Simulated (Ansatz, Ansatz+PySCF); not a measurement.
```xyz
2

F     0.0000    0.0000   -0.7433
F     0.0000    0.0000    0.7433
```

Basis set: def2-SVP (spherical functions). Correlated methods keep 2 orbitals frozen. Charge 0, multiplicity 1.

Computed with Ansatz (development build ahead of 0.2.0); each method stands on the lowest determinant of its kind that the runs found. Restricted open shells among the atoms or ions are ROHF, correlated in semicanonical orbitals with singles.

**Question.** Give the atomization energy at this shape (free ground-state atoms in the same class of orbitals less the molecule, no zero-point energy) of singlet F2 by RHF-CCSD(T), RHF-CCSD, UHF-CCSD(T), UHF-CCSD, RHF-MP2, UHF-MP2, UHF, RHF.

**Answer.**

| method | atomization energy |
| --- | --- |
| RHF-CCSD(T) | 1.24 eV |
| RHF-CCSD | 1.00 eV |
| UHF-CCSD(T) | 1.19 eV |
| UHF-CCSD | 0.94 eV |
| RHF-MP2 | 1.34 eV |
| UHF-MP2 | -0.04 eV |
| UHF | -1.18 eV |
| RHF | -1.79 eV |

Caution for RHF-CCSD(T), RHF-CCSD, RHF-MP2, RHF: an unrestricted determinant lies well below. Caution for RHF-CCSD(T), RHF-CCSD, RHF-MP2: bonds are stretched, where a single reference can fail. Caution for UHF-CCSD(T), UHF-MP2: another reference gives a lower total. Caution for UHF-CCSD(T), UHF-CCSD, UHF-MP2: large amplitudes, a single reference is doubtful. Caution for UHF-CCSD(T), UHF-CCSD, UHF-MP2, UHF: the determinant breaks the point group; the unrestricted determinant is spin contaminated. Caution for UHF, RHF: the molecule lies well above its atoms at this level.
